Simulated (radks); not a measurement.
Charge is removed step by step from the 2s down level of the sulfur ion S3+, starting from [He] 2s(up 1, down 1) 2p6 3s2 3p1. Code: a radial shooting solver on a logarithmic mesh with Libxc functionals. Model: non-relativistic Kohn-Sham, LDA (Slater exchange, Perdew-Wang correlation), spin-polarised, spherical densities, point nucleus; open shells are filled with parallel spins first. At the starting occupation the eigenvalue is -250.96 eV. Estimate the energy to remove one whole electron from this level, the eigenvalue at the end, and how far E(n) bends from a straight line.

Answer. Delta-SCF 269.61 eV; final eigenvalue -288.50 eV; the deviation from the straight line is -4.694 eV at 0.5 electron removed, the largest on the grid computed. Slater's transition state (half an electron removed) gives 269.56 eV. Integrating minus the eigenvalue over the occupation (Janak's theorem) gives 269.61 eV. The mean slope of the eigenvalue, de/dn, is 37.5 eV per electron.
